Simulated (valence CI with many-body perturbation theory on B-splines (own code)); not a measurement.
# Valence orbitals of In26+

Calculated by valence CI with perturbative core correlation (CI+MBPT): five valence electrons over a frozen Dirac-Fock core [Ar], a basis of 7 s, 7 p, 8 d, 6 f, 4 g, 1 h functions for each j, with the one-electron correlation potential Σ1, the two-electron term Σ2, the three-electron term Σ3, Breit, model QED; selected CI, second order for the rest (own B-spline code, finite nucleus).

No measured spectrum was set against this ion. As an estimate, large intervals hold to a few tenths of a per cent, small ones and those within an open d or f shell to about a per cent. Core correlation moves these levels by up to 13000 cm⁻¹, and in measured spectra 5 to 20 % of such shifts remained as error; rates that hang on mixing are uncertain with them. Only levels of the ground parity were solved; by the run's estimate the other parity begins above the list, which can be wrong where configurations are misplaced.

These are the spectroscopic orbitals of the CI (the correlating ones are not listed), shaped by the core and the other valence electrons. h is the expectation value of the core's Dirac-Fock operator, without the valence repulsion; Σ1 is computed up to l = 3 at one energy for each symmetry, that of its lowest orbital but kept below the first core excitation, so for empty shells it is not the orbital's own correlation shift; Breit and QED include the response of the core.

```
Orbital  h (hartree)  Σ1 (cm⁻¹)  Breit (cm⁻¹)  QED (cm⁻¹)  ⟨r⟩ (bohr)
  4s1/2      -37.709      -6992          2520        1823      0.6670
  5s1/2      -22.856      -2605          1215         890       1.101
  6s1/2      -15.344      -1289           664         492       1.651
  4p1/2      -36.088      -8712          3931       -96.7      0.6693
  5p1/2      -22.064      -3222          1951       -46.1       1.115
  6p1/2        -14.9      -1591          1087       -25.3       1.675
  4p3/2      -35.461      -8381          2470        85.9      0.6823
  5p3/2      -21.766      -3165          1229        44.2       1.131
  6p3/2      -14.734      -1576           714        25.1       1.694
  3d3/2      -63.695     -21275          5366        -563      0.2911
  4d3/2      -33.084      -8584          1807        -144      0.6648
  5d3/2       -20.63      -3395           884       -66.7       1.137
  3d5/2      -63.302     -20581          2418        -337      0.2938
  4d5/2      -32.949      -8430           871       -75.5      0.6681
  5d5/2      -20.564      -3326           423       -33.7       1.141
  4f5/2      -30.741     -17065           108       -73.1      0.6185
  5f5/2      -19.565      -7349          50.8       -36.9       1.109
  4f7/2      -30.702     -15687          -156       -50.2      0.6197
  5f7/2      -19.543      -6717         -70.7       -24.9       1.111
  5g7/2      -18.988                      5.3        -6.8       1.010
  5g9/2      -18.979                    -14.3        -1.4       1.010
```

Among the shells of the start configuration 3d5, Σ1 is largest in size for 3d3/2, where it is 0.15 % of h.

Lowest root of each symmetry, sizes in configuration state functions:

```json
{"J": "1/2", "Parity": "even", "Roots": "4", "Reference": "39", "Variational": "17512", "Second order": "91987", "Change by selected CI (cm⁻¹)": "-18242", "Change by second order (cm⁻¹)": "-5"}
{"J": "3/2", "Parity": "even", "Roots": "7", "Reference": "67", "Variational": "25127", "Second order": "345272", "Change by selected CI (cm⁻¹)": "-18048", "Change by second order (cm⁻¹)": "-39"}
{"J": "5/2", "Parity": "even", "Roots": "10", "Reference": "81", "Variational": "26727", "Second order": "400960", "Change by selected CI (cm⁻¹)": "-13393", "Change by second order (cm⁻¹)": "-74"}
{"J": "7/2", "Parity": "even", "Roots": "7", "Reference": "72", "Variational": "24156", "Second order": "379844", "Change by selected CI (cm⁻¹)": "-17011", "Change by second order (cm⁻¹)": "-217"}
{"J": "9/2", "Parity": "even", "Roots": "5", "Reference": "56", "Variational": "24174", "Second order": "19849", "Change by selected CI (cm⁻¹)": "-16649", "Change by second order (cm⁻¹)": "-156"}
{"J": "11/2", "Parity": "even", "Roots": "3", "Reference": "35", "Variational": "24521", "Second order": "161103", "Change by selected CI (cm⁻¹)": "-16831", "Change by second order (cm⁻¹)": "-35"}
{"J": "13/2", "Parity": "even", "Roots": "1", "Reference": "18", "Variational": "19162", "Second order": "7036", "Change by selected CI (cm⁻¹)": "-17280", "Change by second order (cm⁻¹)": "-8"}
```
